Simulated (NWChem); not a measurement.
Program: NWChem. System: Sb (-1), charge -1, spin multiplicity 3. Its SCF solution wasn't tested for a lower state. Level: ROCCSD(T)/def2-TZVPD with def2 effective core potentials on Sb, 4 core orbitals frozen.

The NWChem input:

```
start mol
memory heap 100 mb stack 700 mb global 1900 mb
charge -1
geometry units angstroms nocenter noautoz
  Sb     0.000000     0.000000     0.000000
  symmetry group D2h
end
basis spherical
  * library def2-tzvpd
end
ecp
  Sb library def2-ecp
end
scf
  rohf
  nopen 2
  maxiter 100
  thresh 1e-7
  semidirect memsize 60000000 filesize 0
  # guess.movecs holds the orbitals of an unrestricted PBE0 run
  vectors input guess.movecs swap 11 13 output mol.movecs
end
tce
  freeze core 4
  ccsd(t)
  2eorb
  2emet 13
  thresh 1e-6
  maxiter 100
  tilesize 24
end
task tce energy
```

NWChem printed:

```
             Northwest Computational Chemistry Package (NWChem) 7.3.0
             --------------------------------------------------------

                                NWChem Input Module
                                -------------------

 Scaling coordinates for geometry "geometry" by  1.889725989
 (inverse scale =  0.529177249)

                             Geometry "geometry" -> ""
                             -------------------------

 Output coordinates in angstroms (scale by  1.889725989 to convert to a.u.)

  No.       Tag          Charge          X              Y              Z
 ---- ---------------- ---------- -------------- -------------- --------------
    1 Sb                  51.0000     0.00000000     0.00000000     0.00000000

 Effective nuclear repulsion energy (a.u.)       0.0000000000

            Nuclear Dipole moment (a.u.)
            ----------------------------
        X                 Y               Z
 ---------------- ---------------- ----------------
     0.0000000000     0.0000000000     0.0000000000

      Symmetry information
      --------------------

 Group name             D2h
 Group number             26
 Group order               8
 No. of unique centers     1

      Symmetry unique atoms

     1


 Summary of "ao basis" -> "" (spherical)
 ------------------------------------------------------------------------------
       Tag                 Description            Shells   Functions and Types
 ---------------- ------------------------------  ------  ---------------------
 *                         def2-tzvpd                 on all atoms

 Summary of "ao basis" -> "ao basis" (spherical)
 ------------------------------------------------------------------------------
       Tag                 Description            Shells   Functions and Types
 ---------------- ------------------------------  ------  ---------------------
 Sb                        def2-tzvpd               18       56   7s5p4d2f

                                 NWChem SCF Module
                                 -----------------

  ao basis        = "ao basis"
  functions       =    56
  atoms           =     1
  closed shells   =    11
  open shells     =     2
  charge          =  -1.00
  wavefunction    = ROHF
  use symmetry    = T
  symmetry adapt  = T

 Summary of "ao basis" -> "ao basis" (spherical)
 ------------------------------------------------------------------------------
       Tag                 Description            Shells   Functions and Types
 ---------------- ------------------------------  ------  ---------------------
 Sb                        def2-tzvpd               18       56   7s5p4d2f

      Symmetry analysis of basis
      --------------------------

        ag         15
        au          2
        b1g         4
        b1u         9
        b2g         4
        b2u         9
        b3g         4
        b3u         9

 Forming initial guess at       0.0s

 Swapping ROHF orbitals    11   13

      Symmetry analysis of molecular orbitals - initial
      -------------------------------------------------

  Numbering of irreducible representations:

     1 ag          2 au          3 b1g         4 b1u         5 b2g
     6 b2u         7 b3g         8 b3u

  Orbital symmetries:

     1 ag          2 b2u         3 b1u         4 b3u         5 b3g
     6 ag          7 b2g         8 b1g         9 ag         10 ag
    11 b3u        12 b1u        13 b2u        14 ag         15 b3g
    16 ag         17 b2g        18 b1g        19 ag         20 b2u
[...]
              MO Center= -3.7D-21, -3.2D-20,  9.4D-17, r^2= 1.1D+01
   Bfn.  Coefficient  Atom+Function         Bfn.  Coefficient  Atom+Function
  ----- ------------  ---------------      ----- ------------  ---------------
    40      0.977477  1 Sb d  0              42      0.564346  1 Sb d  2
    35     -0.198780  1 Sb d  0

 center of mass
 --------------
 x =   0.00000000 y =   0.00000000 z =   0.00000000

 moments of inertia (a.u.)
 ------------------
           0.000000000000           0.000000000000           0.000000000000
           0.000000000000           0.000000000000           0.000000000000
           0.000000000000           0.000000000000           0.000000000000

  Mulliken analysis of the total density
  --------------------------------------

    Atom       Charge   Shell Charges
 -----------   ------   -------------------------------------------------------
    1 Sb  23    24.00   0.16 -0.66  1.57  0.94  1.01  0.90  0.10 -0.46  6.43  0.87  1.52  1.64  9.03  0.94  0.03 -0.00  0.00  0.00

 Mulliken analysis of the open-shell density
 -------------------------------------------

    Atom       Charge   Shell Charges
 -----------   ------   -------------------------------------------------------
    1 Sb  23     2.00   0.00 -0.00  0.00 -0.00  0.00  0.00  0.00 -0.01  0.02  0.41  0.85  0.72  0.00  0.00  0.00 -0.00  0.00  0.00

       Multipole analysis of the density wrt the origin
       ------------------------------------------------

     L   x y z        total         open         nuclear
     -   - - -        -----         ----         -------
     0   0 0 0     -1.000000     -2.000000     23.000000

     1   1 0 0      0.000000      0.000000      0.000000
     1   0 1 0      0.000000     -0.000000      0.000000
     1   0 0 1      0.000000     -0.000000      0.000000

     2   2 0 0    -30.182880     -4.466196      0.000000
     2   1 1 0     -0.000000      0.000000      0.000000
     2   1 0 1      0.000000      0.000000      0.000000
     2   0 2 0    -24.804661     -9.190388      0.000000
     2   0 1 1      0.000000      0.000000      0.000000
     2   0 0 2    -24.804661     -9.190388      0.000000

                   NWChem Extensible Many-Electron Theory Module
                   ---------------------------------------------


            General Information
            -------------------
      Number of processors :     1
         Wavefunction type : Restricted open-shell Hartree-Fock
          No. of electrons :    24
           Alpha electrons :    13
            Beta electrons :    11
           No. of orbitals :   112
            Alpha orbitals :    56
             Beta orbitals :    56
        Alpha frozen cores :     4
         Beta frozen cores :     4
     Alpha frozen virtuals :     0
      Beta frozen virtuals :     0
         Spin multiplicity : triplet
    Number of AO functions :    56
       Number of AO shells :    18
        Use of symmetry is : on
      Symmetry adaption is : on
         Schwarz screening : 0.10D-09

          Correlation Information
          -----------------------
          Calculation type : Coupled-cluster singles & doubles w/ perturbation
   Perturbative correction : (T)
            Max iterations :      100
        Residual threshold : 0.10D-05
     T(0) DIIS level shift : 0.00D+00
     L(0) DIIS level shift : 0.00D+00
     T(1) DIIS level shift : 0.00D+00
     L(1) DIIS level shift : 0.00D+00
     T(R) DIIS level shift : 0.00D+00
     T(I) DIIS level shift : 0.00D+00
   CC-T/L Amplitude update :  5-th order DIIS
                I/O scheme : Global Array Library
        L-threshold :  0.10D-05
        EOM-threshold :  0.10D-05
 no EOMCCSD initial starts read in
 TCE RESTART OPTIONS
 SLICE:      F
 D4D5:       F
 quantumc:   F
 qrotation:  F
 pwtce:      F
 qducc:      F
 nacto:                         0
 nrotv:                         0
 nrot:                          0

            Memory Information
            ------------------
          Available GA space size is     249030528 doubles
          Available MA space size is     104842052 doubles

 Maximum block size supplied by input
 Maximum block size        24 doubles

 tile_dim =     11

 -------------------------------------------------

 Global array virtual files algorithm will be used

 Parallel file system coherency ......... OK

 4-electron integrals stored in orbital form

 v2    file size   =           194389
 4-index algorithm nr.  13 is used
 imaxsize =       30
 imaxsize ichop =        0


CCSD iterations
 ---------------------------------------------------------
 Iter          Residuum       Correlation     Cpu    Wall
 ---------------------------------------------------------
    1   0.1406677673333  -0.3227606219357     1.0     1.0
    2   0.0241553510880  -0.3037010618877     1.1     1.1
    3   0.0069475486711  -0.3103689424464     1.1     1.1
    4   0.0020294742858  -0.3097512451068     1.1     1.1
    5   0.0008482543289  -0.3100966337434     1.0     1.0
    6   0.0003679135861  -0.3101165638641     1.0     1.0
    7   0.0001539751224  -0.3101165910945     1.0     1.0
    8   0.0000713987235  -0.3101131131782     1.1     1.1
    9   0.0000382193984  -0.3101145914963     1.1     1.1
   10   0.0000204155140  -0.3101149098386     1.1     1.1
   11   0.0000047089056  -0.3101160964314     1.1     1.1
   12   0.0000018787534  -0.3101155177718     1.1     1.1
   13   0.0000008879922  -0.3101156184532     1.1     1.1
 -----------------------------------------------------------------
 Iterations converged
 CCSD correlation energy / hartree =        -0.310115618453247
 CCSD total energy / hartree       =      -239.576951095220551

 Singles contributions

 Doubles contributions
 CCSD(T)
 Using plain CCSD(T) code
             total no. of tasks        14249
 total no. of tasks / no. procs        14249
                         wl_min            1           1.0
                         wl_max        35937           5.7
        thresh for no. of tasks        14249

 CCSD[T]  correction energy / hartree =        -0.008656671897761
 CCSD[T] correlation energy / hartree =        -0.318772290351008
 CCSD[T] total energy / hartree       =      -239.585607767118319
 CCSD(T)  correction energy / hartree =        -0.008289865456837
 CCSD(T) correlation energy / hartree =        -0.318405483910084
 CCSD(T) total energy / hartree       =      -239.585240960677396

 Task  times  cpu:       17.4s     wall:       17.4s

 Total times  cpu:       17.4s     wall:       17.4s
```
